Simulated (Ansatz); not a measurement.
Calculated with Ansatz (gas phase, PBE0-D4/def2-TZVP geometries, no zero-point term in ΔE). CCSD(T)/CBS is the MP2 limit (def2-TZVPP, def2-QZVPP) plus CCSD(T) − MP2 in def2-TZVPP, frozen cores. This one scheme is used for every species. Each species was taken in one conformer, which may not be the lowest.

`CO[SiH](F)S` + `[F][AlH][SH]` → `C[S][AlH][F]` + `O[SiH](F)S`  (substitution at a C–O bond)

```csv
species,MP2/CBS(def2) energy (Eh)
`CO[SiH](F)S`,-902.93878
`[F][AlH][SH]`,-740.85688
`C[S][AlH][F]`,-780.09267
`O[SiH](F)S`,-863.72056
```

Q: Work out ΔE.

A: ΔE = (-780.09267) + (-863.72056) − (-902.93878) − (-740.85688) = -0.01757 Eh = -46.1 kJ/mol. CCSD(T)/CBS gives -39.6 kJ/mol.

Largest T1 diagnostic among the species: 0.012.

Leaving LDA and LC-ωPBE aside and taking each functional with its dispersion term where it has one, the values, not all of them listed here, spread over 10.6 kJ/mol, from revPBE-D4 to CAM-B3LYP-D4. At CCSD(T), def2-SVP lies +22.5 kJ/mol from the extrapolated value and def2-TZVPP +4.8 kJ/mol.
